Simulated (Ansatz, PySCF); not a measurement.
Species: C2H4B, net charge -1, singlet state. It need not be the lowest isomer of its formula. Whether it binds its extra electron was not tested at this geometry. 
Coordinates optimised at B3LYP-D3(BJ)/def2-TZVP (Ansatz, a program for electronic structure):
```
B
H 1 1.2166
H 1 1.2166 2 115.52
C 1 1.5338 2 122.12 3 174.50
C 4 1.3368 1 89.03 2 92.93
H 4 1.0842 5 126.59 1 -180.00
H 5 1.1515 4 110.82 6 -180.00
```
Charge -1, spin multiplicity 1.

Total electronic energies in hartree. Correlated levels leave the core frozen unless marked. Spin-orbit coupling is left out. Non-relativistic unless marked X2C. Basis-set limits of correlation are two-point, X^-3; Hartree-Fock from the larger set. [CCSD(T)-MP2]/basis is that difference in the basis named.

```csv
level,program,energy (Eh)
HF/STO-3G,Ansatz,-101.19501
HF/6-31G*,Ansatz,-102.59787
HF/cc-pVQZ,Ansatz,-102.65943
SVWN5/def2-TZVPD,Ansatz,-102.38931
M06-L-D4/def2-TZVPD,PySCF + dftd4,-103.40463
B97M-V/def2-TZVPD,Ansatz,-103.42936
B3LYP/def2-TZVPD,Ansatz,-103.42646
PBE0/def2-SVP,Ansatz,-103.15507
PBE0-D3(BJ)/def2-TZVPD,Ansatz + dftd3,-103.27862
PBE0/def2-TZVP,Ansatz,___
PBE0/def2-TZVPD,Ansatz,-103.27549
r2SCANh-D4/def2-TZVPD,Ansatz + dftd4,-103.34139
r2SCAN0/def2-TZVPD,Ansatz,-103.33276
M06-2X/def2-TZVPD,PySCF,-103.36369
MP2/aug-cc-pVDZ,Ansatz,-103.02722
MP2/aug-cc-pVTZ,Ansatz,-103.12324
SCS-MP2/cc-pVDZ,Ansatz,-102.99451
SCS-MP2/aug-cc-pVTZ,Ansatz,-103.12495
CCSD/aug-cc-pVDZ,Ansatz,-103.05821
CCSD/cc-pwCVTZ,Ansatz,-103.14011
X2C-CCSD(T)/cc-pVTZ-DK,Ansatz,-103.19624
"RI-MP2/CBS(aug-cc-pVTZ,aug-cc-pVQZ)+[CCSD(T)-MP2]/aug-cc-pVDZ",Ansatz,-103.2219
"RI-MP2/CBS(aug-cc-pVTZ,aug-cc-pVQZ)+[CCSD(T)-MP2]/aug-cc-pVTZ",Ansatz,-103.2198
```

Q: Some entries are withheld; supply them.

A: 
- PBE0/def2-TZVP, energy (Eh): -103.27314
